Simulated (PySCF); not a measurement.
C4H7O, SMILES C[CH]C(C)=O, multiplicity 2. Geometry: PBE-D3(BJ)/def2-SVP. The isomer is the one that the SMILES or the coordinates give; other isomers of the formula were not compared. One conformer was computed; it need not be the lowest.

Computed equilibrium geometry at PBE-D3(BJ)/def2-SVP (PySCF confirms it by a frequency run) as a Z-matrix, and its point group (one conformer of several):
point group Cs.
```
C
H 1 1.1043
C 1 1.4561 2 118.84
O 3 1.2426 1 121.08 2 180.00
C 1 1.4805 2 119.60 3 180.00
H 5 1.1070 1 109.92 2 180.00
H 5 1.1138 6 109.34 1 -122.57
H 5 1.1138 6 109.34 7 -114.85
C 3 1.5226 4 121.41 1 180.00
H 9 1.1049 3 109.40 4 0.00
H 9 1.1101 10 109.38 3 -121.65
H 9 1.1101 10 109.38 11 -116.70
```
Charge 0, spin multiplicity 2.
